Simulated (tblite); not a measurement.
Compound: C3H12AlAs.
Z-matrix (Å and degrees, GFN2-xTB geometry), rows numbered from 1:
```
C 
C   1  1.5375
Al  2  2.0080  1  106.43
C   3  1.9905  2  128.36  1  -175.68
As  3  2.7293  2   95.69  1   -71.47
H   1  1.0975  2  110.00  3    53.74
H   1  1.0902  2  110.34  3   -64.57
H   1  1.0904  2  112.39  3   174.31
H   2  1.1036  1  108.39  3  -120.05
H   2  1.0976  1  108.71  3   126.33
H   3  1.5753  2  113.83  1    13.86
H   4  1.0957  3  114.82  2   -60.16
H   4  1.0988  3  111.01  2   179.29
H   4  1.0999  3  112.04  2    60.65
H   5  1.5073  3  161.95  2   -86.05
H   5  1.4882  3  107.60  2    92.80
H   5  1.4859  3   89.87  2  -177.29
```

Level: GFN2-xTB in tblite, geometry and Hessian alike; calculated harmonic values, unscaled, isolated species. The method is semi-empirical: single wavenumbers can be off by several per cent or more. Modes of hydrogen on aluminium and arsenic can be 10 to 20 % off. One conformer, not necessarily the lowest.

Harmonic wavenumbers (cm⁻¹): 66.8, 71.3, 81.8, 95.5, 116.2, 118.3, 127.0, 154.5, 175.9, 183.1, 198.3, 435.4, 449.6, 498.8, 561.6, 618.7, 622.6, 697.6, 897.5, 956.9, 969.0, 1002.0, 1024.2, 1026.0, 1215.0, 1228.8, 1307.7, 1397.6, 1447.6, 1456.0, 1463.7, 1482.8, 1492.6, 1626.9, 1875.1, 2004.2, 2029.3, 2825.1, 2875.8, 2891.7, 2899.9, 2902.3, 2929.5, 2983.9, 2997.3.

A = 2253, B = 1449, C = 956.4 MHz; mass 149.997 u (most abundant isotopes); point group C1, symmetry number 1.

**Question.** Zero-point energy?

**Answer.** Half the sum of the wavenumbers: 27241 cm⁻¹ = 325.87 kJ/mol.

**Question.** Give the ideal-gas entropy at 500 K and 1 bar in the rigid-rotor, harmonic-oscillator model (classical rotation).

**Answer.** Translation 182.09, rotation 127.88, vibration 248.62: S = 558.6 J/(mol K).

**Question.** And Cp and H(500 K) − H(0)?

**Answer.** Cp = 226.14 J/(mol K), of which vibrations give 192.89 (their classical limit is 45 R = 374.2); H(500 K) − H(0) = 74.40 kJ/mol without the zero-point energy, 57.77 from vibrations.

**Question.** Which modes carry the vibrational entropy at 500 K?

**Answer.** 66.8 cm⁻¹: 22.04; 71.3 cm⁻¹: 21.50; 81.8 cm⁻¹: 20.36; 95.5 cm⁻¹: 19.08; 116.2 cm⁻¹: 17.46; 118.3 cm⁻¹: 17.31 J/(mol K); the other 39 give 130.87 together.

**Question.** Blend soft modes into free rotors: weight 1/[1 + (100 cm⁻¹/ν̃)⁴] for the oscillator and the rest for a rotor with moment μB/(μ + B), μ = h/(8π²ν), B = 10⁻⁴⁴ kg m². What vibrational entropy results?

**Answer.** 227.60 J/(mol K) in place of 248.62, which changes −T·S at 500 K by +10.51 kJ/mol.

**Question.** What must be added to the electronic energy to get the Gibbs energy at 500 K and 1 bar?

**Answer.** ZPE + [H(500 K) − H(0)] − T·S = 325.87 + 74.40 − 279.30 = 120.97 kJ/mol.

Hindered rotation and anharmonicity are outside this model. Other conformers, if any are populated, would add a mixing term that is left out. The structure is chiral; the term R ln 2 for an equal mix with its mirror image is left out.
